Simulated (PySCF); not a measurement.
Isomers of C6H11N, one conformer each; single-point electronic energies without zero-point terms and without any empirical dispersion term.

All values: wB97X-D/def2-SVPD (PySCF, non-relativistic), each on one gas-phase PBE0-D3(BJ)/def2-SVP geometry that isn't relaxed in the solvent. The solvent is an IEF-PCM continuum (cavity from Bondi-type radii × 1.2). The model holds no explicit solvent molecules, cavitation or dispersion.

| isomer | relative energy, gas (kcal/mol) | dipole (D) |
| --- | --- | --- |
| `[H]/N=C1/CCC[C@H]1C` | 0.0 | 2.68 |
| `C(CC#N)CCC` | 5.4 | 4.15 |

Task: How do the relative energies look in chloroform (ε = 4.711)?

Result: 
```tsv
isomer	relative energy, solvent (kcal/mol)	E(solvent) − E(gas) (kcal/mol)	dipole in solvent (D)
`[H]/N=C1/CCC[C@H]1C`	0.0	-4.1	3.38
`C(CC#N)CCC`	4.6	-4.9	5.05
```

The order is unchanged. Conformers: `[H]/[N:7]=[C:6]1\[C@H:2]([CH3:1])[CH2:3][CH2:4][CH2:5]1` with C1–C2–C3–C4 -162°, C2–C3–C4–C5 40°, C3–C4–C5–C6 -29°, C4–C5–C6–N7 -174°; `[CH3:1][CH2:2][CH2:3][CH2:4][CH2:5][C:6]#[N:7]` with C1–C2–C3–C4 180°, C2–C3–C4–C5 180°, C3–C4–C5–C6 -62°. `C(CC#N)CCC` gains most from the continuum, and it has the largest gas-phase dipole. The gains span 0.8 kcal/mol, the gas-phase energies 5.4 kcal/mol.
